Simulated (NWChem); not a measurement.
System: 1,1-difluoroethane (C2H4F2); SMILES CC(F)F

Excerpt of the output:

```
             Northwest Computational Chemistry Package (NWChem) 7.3.0
             --------------------------------------------------------

 CS  symmetry detected

                             Geometry "geometry" -> ""
                             -------------------------

 Output coordinates in angstroms (scale by  1.889725989 to convert to a.u.)

  No.       Tag          Charge          X              Y              Z
 ---- ---------------- ---------- -------------- -------------- --------------
    1 C                    6.0000    -0.11607983    -1.36219971     0.00000000
    2 C                    6.0000     0.35192675     0.06325292     0.00000000
    3 F                    9.0000    -0.11979431     0.70988359    -1.09221500
    4 F                    9.0000    -0.11979431     0.70988359     1.09221500
    5 H                    1.0000    -1.21527109    -1.38049309     0.00000000
    6 H                    1.0000     0.25181721    -1.88303475    -0.89447600
    7 H                    1.0000     0.25181721    -1.88303475     0.89447600
    8 H                    1.0000     1.45285277     0.16233864     0.00000000

 Effective nuclear repulsion energy (a.u.)     132.8145384597

      Symmetry information
      --------------------

 Group name             Cs
 Group number              2
 Group order               2
 No. of unique centers     6

                                 NWChem DFT Module
                                 -----------------

 Summary of "ao basis" -> "ao basis" (spherical)
 ------------------------------------------------------------------------------
       Tag                 Description            Shells   Functions and Types
 ---------------- ------------------------------  ------  ---------------------
 C                          def2-svp                 6       14   3s2p1d
 F                          def2-svp                 6       14   3s2p1d
 H                          def2-svp                 3        5   2s1p

      Symmetry analysis of basis
      --------------------------

        a'         47
        a"         29

            General Information
            -------------------
          SCF calculation type: DFT
          Wavefunction type:  closed shell.
          No. of atoms     :     8
          No. of electrons :    34
           Alpha electrons :    17
            Beta electrons :    17
          Charge           :     0
          Spin multiplicity:     1
          Use of symmetry is: on ; symmetry adaption is: on
          Maximum number of iterations: 200
          AO basis - number of functions:    76
                     number of shells:    36
          Convergence on energy requested:  1.00D-06
          Convergence on density requested:  1.00D-05
          Convergence on gradient requested:  5.00D-04

              XC Information
              --------------
                         B3LYP Method XC Potential
                     Hartree-Fock (Exact) Exchange  0.200
                        Slater Exchange Functional  0.800 local
                    Becke 1988 Exchange Functional  0.720 non-local
              Lee-Yang-Parr Correlation Functional  0.810
                  VWN I RPA Correlation Functional  0.190 local

             Grid Information
             ----------------
          Grid used for XC integration:  medium
          Radial quadrature: Mura-Knowles
          Angular quadrature: Lebedev.
          Tag              B.-S. Rad. Rad. Pts. Rad. Cut. Ang. Pts.
          ---              ---------- --------- --------- ---------
          C                   0.70       49           8.0       434
          F                   0.50       49           9.0       434
          H                   0.35       45           9.0       434
          Grid pruning is: on
          Number of quadrature shells:   282
          Spatial weights used:  Erf1

      Superposition of Atomic Density Guess
      -------------------------------------

 Sum of atomic energies:        -275.83175982

      Non-variational initial energy
      ------------------------------

 Total energy =    -277.492514
 1-e energy   =    -644.707473
 2-e energy   =     234.400421
 HOMO         =      -0.382711
 LUMO         =       0.131037

      Symmetry analysis of molecular orbitals - initial
      -------------------------------------------------

  Numbering of irreducible representations:

     1 a'          2 a"

  Orbital symmetries:

     1 a'          2 a"          3 a'          4 a'          5 a'
     6 a"          7 a'          8 a'          9 a"         10 a'
    11 a'         12 a"         13 a"         14 a'         15 a"
    16 a'         17 a'         18 a'         19 a'         20 a"
    21 a'         22 a"         23 a'         24 a'         25 a'
    26 a"         27 a'

 ----------------------------------------------
         Quadratically convergent ROKS

 Convergence threshold     :          5.000E-04
 Maximum no. of iterations :          200
 Final Fock-matrix accuracy:          1.000E-08
 ----------------------------------------------

              iter       energy          gnorm     gmax       time
             ----- ------------------- --------- --------- --------
                 1     -278.0000233076  1.32D+00  4.03D-01      0.5
                 2     -278.0876074511  4.46D-01  7.74D-02      1.5
                 3     -278.0966574604  2.26D-02  3.84D-03      2.5
                 4     -278.0966906940  3.83D-04  7.57D-05      4.0

         Total DFT energy =     -278.096690694019
      One electron energy =     -647.127836724165
           Coulomb energy =      263.123618301796
    Exchange-Corr. energy =      -26.907010731326
 Nuclear repulsion energy =      132.814538459677

 Numeric. integr. density =       34.000003139036

                       DFT Final Molecular Orbital Analysis
                       ------------------------------------

 Vector   15  Occ=2.000000D+00  E=-3.951630D-01  Symmetry=a'
              MO Center= -3.3D-02, -3.1D-01,  1.6D-15, r^2= 2.6D+00
   Bfn.  Coefficient  Atom+Function         Bfn.  Coefficient  Atom+Function
  ----- ------------  ---------------      ----- ------------  ---------------
    33      0.284301  3 F  py                47      0.284301  4 F  py
     5     -0.225549  1 C  py                 4      0.206816  1 C  px
    57     -0.205136  5 H  s                 36     -0.195981  3 F  py
    50     -0.195981  4 F  py                72     -0.180131  8 H  s
    32     -0.161928  3 F  px                46     -0.161928  4 F  px

 Vector   16  Occ=2.000000D+00  E=-3.854736D-01  Symmetry=a"
              MO Center= -6.8D-02,  1.4D-01, -5.3D-15, r^2= 2.5D+00
   Bfn.  Coefficient  Atom+Function         Bfn.  Coefficient  Atom+Function
  ----- ------------  ---------------      ----- ------------  ---------------
    33      0.310483  3 F  py                47     -0.310483  4 F  py
    34      0.297881  3 F  pz                48      0.297881  4 F  pz
     6      0.227580  1 C  pz                36     -0.208522  3 F  py
    50      0.208522  4 F  py                37     -0.202979  3 F  pz
    51     -0.202979  4 F  pz                62     -0.174059  6 H  s

 Vector   17  Occ=2.000000D+00  E=-3.356910D-01  Symmetry=a'
              MO Center=  2.0D-01,  1.0D-01, -5.4D-16, r^2= 2.1D+00
   Bfn.  Coefficient  Atom+Function         Bfn.  Coefficient  Atom+Function
  ----- ------------  ---------------      ----- ------------  ---------------
    72      0.293482  8 H  s                 32      0.286427  3 F  px
    46      0.286427  4 F  px                 5     -0.260712  1 C  py
    18      0.247831  2 C  px                 3     -0.232888  1 C  s
    33      0.210446  3 F  py                47      0.210446  4 F  py
    19      0.205101  2 C  py                35     -0.197117  3 F  px

 Vector   18  Occ=0.000000D+00  E= 6.347279D-02  Symmetry=a'
              MO Center=  6.4D-01, -1.3D+00, -6.5D-16, r^2= 5.0D+00
   Bfn.  Coefficient  Atom+Function         Bfn.  Coefficient  Atom+Function
  ----- ------------  ---------------      ----- ------------  ---------------
     3      2.103796  1 C  s                 63     -1.132451  6 H  s
    68     -1.132451  7 H  s                 73     -1.099009  8 H  s
    58     -0.654345  5 H  s                 21      0.550602  2 C  px
    17      0.517241  2 C  s                  8     -0.418833  1 C  py
    18      0.221184  2 C  px                 5     -0.176093  1 C  py

 Vector   19  Occ=0.000000D+00  E= 9.022898D-02  Symmetry=a'
              MO Center=  6.2D-02, -6.8D-01, -1.2D-18, r^2= 5.8D+00
   Bfn.  Coefficient  Atom+Function         Bfn.  Coefficient  Atom+Function
  ----- ------------  ---------------      ----- ------------  ---------------
     3      2.124428  1 C  s                 58     -1.518453  5 H  s
    73      1.477338  8 H  s                 17     -1.469670  2 C  s
    21     -0.530628  2 C  px                63     -0.408814  6 H  s
    68     -0.408814  7 H  s                 22      0.377845  2 C  py
     7     -0.367931  1 C  px                18     -0.263299  2 C  px

 Vector   20  Occ=0.000000D+00  E= 1.107426D-01  Symmetry=a"
              MO Center=  2.9D-01, -1.6D+00, -3.2D-16, r^2= 3.7D+00
   Bfn.  Coefficient  Atom+Function         Bfn.  Coefficient  Atom+Function
  ----- ------------  ---------------      ----- ------------  ---------------
    63      1.415642  6 H  s                 68     -1.415642  7 H  s
     9      0.991841  1 C  pz                 6      0.331309  1 C  pz
    23      0.318832  2 C  pz                20      0.280998  2 C  pz
    31      0.196389  3 F  s                 45     -0.196389  4 F  s

            General Information
            -------------------
          SCF calculation type: DFT
          Wavefunction type:  closed shell.
          No. of atoms     :     8
          No. of electrons :    34
           Alpha electrons :    17
            Beta electrons :    17
          Charge           :     0
          Spin multiplicity:     1
          Use of symmetry is: on ; symmetry adaption is: on
          Maximum number of iterations: 200
          AO basis - number of functions:    76
                     number of shells:    36
          Convergence on energy requested:  1.00D-06
          Convergence on density requested:  1.00D-05
          Convergence on gradient requested:  5.00D-04

              XC Information
              --------------
                         B3LYP Method XC Potential
                     Hartree-Fock (Exact) Exchange  0.200
                        Slater Exchange Functional  0.800 local
                    Becke 1988 Exchange Functional  0.720 non-local
              Lee-Yang-Parr Correlation Functional  0.810
                  VWN I RPA Correlation Functional  0.190 local

             Grid Information
             ----------------
          Grid used for XC integration:  medium
          Radial quadrature: Mura-Knowles
          Angular quadrature: Lebedev.
          Tag              B.-S. Rad. Rad. Pts. Rad. Cut. Ang. Pts.
          ---              ---------- --------- --------- ---------
          C                   0.70       49           8.0       434
          F                   0.50       49           9.0       434
          H                   0.35       45           9.0       434
          Grid pruning is: on
          Number of quadrature shells:   282
          Spatial weights used:  Erf1

          Convergence Information
          -----------------------
          Convergence aids based upon iterative change in
          total energy or number of iterations.
          Levelshifting, if invoked, occurs when the
          HOMO/LUMO gap drops below (HL_TOL):  1.00D-02
          DIIS, if invoked, will attempt to extrapolate
          using up to (NFOCK): 10 stored Fock matrices.

                    Damping( 0%)  Levelshifting(0.5)       DIIS
                  --------------- ------------------- ---------------
          dE  on:    start            ASAP                start
          dE off:    2 iters        200 iters           200 iters

                            NWChem DFT Gradient Module
                            --------------------------

  charge          =   0.00
  wavefunction    = closed shell

  Using symmetry

                         DFT ENERGY GRADIENTS

    atom               coordinates                        gradient
                 x          y          z           x          y          z
   1 C      -0.219359  -2.574184   0.000000    0.000860   0.003351   0.000000
   2 C       0.665045   0.119531   0.000000   -0.005144   0.002264   0.000000
   3 F      -0.226378   1.341485  -2.063987    0.002384  -0.003539   0.006286
   4 F      -0.226378   1.341485   2.063987    0.002384  -0.003539  -0.006286
   5 H      -2.296529  -2.608754   0.000000    0.000718   0.000196   0.000000
   6 H       0.475866  -3.558420  -1.690315   -0.000198   0.000561   0.000619
   7 H       0.475866  -3.558420   1.690315   -0.000198   0.000561  -0.000619
   8 H       2.745494   0.306776   0.000000   -0.000805   0.000144   0.000000
```

Level: B3LYP/def2-SVP. Coordinates come from a PBE0/def2-SVP optimisation.

Question: Reconstruct the input file.

Answer: This is not unique; one that fits is the input that was run:
```
start job
memory heap 200 mb stack 900 mb global 1100 mb
geometry units angstroms noautoz
  C     -0.113080     1.366535     0.000000
  C      0.350818    -0.060260     0.000000
  F     -0.122764    -0.705529    -1.092215
  F     -0.122764    -0.705529     1.092215
  H     -1.212214     1.387995     0.000000
  H      0.256316     1.886308    -0.894476
  H      0.256316     1.886308     0.894476
  H      1.451454    -0.162517     0.000000
end
basis spherical
  * library def2-svp
end
dft
  xc b3lyp
  iterations 200
  cgmin
end
task dft gradient
```
